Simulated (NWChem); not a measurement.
Species: CHF2NOSi; SMILES N#CO[SiH](F)F

```xyz
7

N      0.1096    -2.9978    -0.1406
C     -0.1693    -1.8856     0.1207
O     -0.5078    -0.6760     0.4366
Si     0.0231     0.7414    -0.3409
F      1.4753     1.1195     0.2446
F     -1.0389     1.8546     0.1272
H      0.0608     0.5590    -1.8067
```
Atoms are numbered in this order, from 1.

Program: NWChem. Pople sets run with spherical d functions. Structure relaxed at the PBE-D3(BJ)/def2-SVP level. Ions are spin-unrestricted doublets at the neutral geometry; other ion states weren't tried.

For level PBE/6-311++G**:

```yaml
"−ε(HOMO) (eV)": 7.92
```

Problem. What are these values for level PBE/6-311G**?

Solution. 
- −ε(HOMO) (eV) = 7.71
